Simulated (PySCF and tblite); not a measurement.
The numbers below are computed, except where a source is named.
Stationary points of C6H10O at GFN2-xTB, in Å:

Structure A

```
 1 C    -1.886    0.262   -0.548
 2 C    -0.718    0.095    0.420
 3 C     0.384    1.158    0.187
 4 C     1.685    0.416   -0.117
 5 C     1.447   -1.036    0.224
 6 O     2.298   -1.866    0.399
 7 C    -0.043   -1.273    0.271
 8 H    -2.636   -0.506   -0.374
 9 H    -2.356    1.234   -0.413
10 H    -1.543    0.184   -1.577
11 H    -1.104    0.196    1.438
12 H     0.502    1.775    1.077
13 H     0.107    1.818   -0.634
14 H     2.543    0.803    0.432
15 H     1.937    0.458   -1.180
16 H    -0.296   -1.970    1.069
17 H    -0.321   -1.748   -0.673
```

Structure B

```
 1 C    -2.019    0.300   -0.151
 2 C    -0.646    0.110    0.477
 3 C     0.407    1.090   -0.057
 4 C     1.739    0.436    0.298
 5 C     1.469   -1.054    0.265
 6 O     2.300   -1.921    0.300
 7 C    -0.028   -1.258    0.184
 8 H    -2.723   -0.430    0.243
 9 H    -2.401    1.295    0.065
10 H    -1.966    0.179   -1.231
11 H    -0.730    0.237    1.562
12 H     0.300    2.084    0.374
13 H     0.308    1.175   -1.140
14 H     2.044    0.689    1.316
15 H     2.559    0.704   -0.367
16 H    -0.357   -2.050    0.856
17 H    -0.261   -1.574   -0.836
```

Structure C

```
 1 C    -1.594    0.191   -0.703
 2 C    -0.799    0.109    0.597
 3 C     0.341    1.139    0.632
 4 C     1.488    0.477   -0.127
 5 C     1.276   -1.013    0.041
 6 O     2.041   -1.875   -0.300
 7 C    -0.064   -1.228    0.710
 8 H    -2.385   -0.555   -0.711
 9 H    -2.051    1.172   -0.809
10 H    -0.949    0.014   -1.560
11 H    -1.483    0.259    1.436
12 H     0.638    1.322    1.666
13 H     0.043    2.088    0.191
14 H     2.476    0.769    0.231
15 H     1.452    0.704   -1.194
16 H     0.132   -1.484    1.754
17 H    -0.599   -2.064    0.260
```

Level: PBE0/pcSseg-1 + D3(BJ), IEF-PCM dimethylsulfoxide on GFN2-xTB stationary points, with GFN2-xTB thermal terms.

**Question.** Which structure is a saddle point, and along which motion?

**Answer.** A: one imaginary mode (98i cm⁻¹ at GFN2-xTB, mostly on C3, C1, C4), along the inversion of the 5-membered ring (2–3–4–5–7).

**Question.** Give their symmetry and energies above the lowest.

**Answer.** A C1, 3.6 kcal/mol; B C1, 0.0 kcal/mol; C C1, 0.6 kcal/mol.
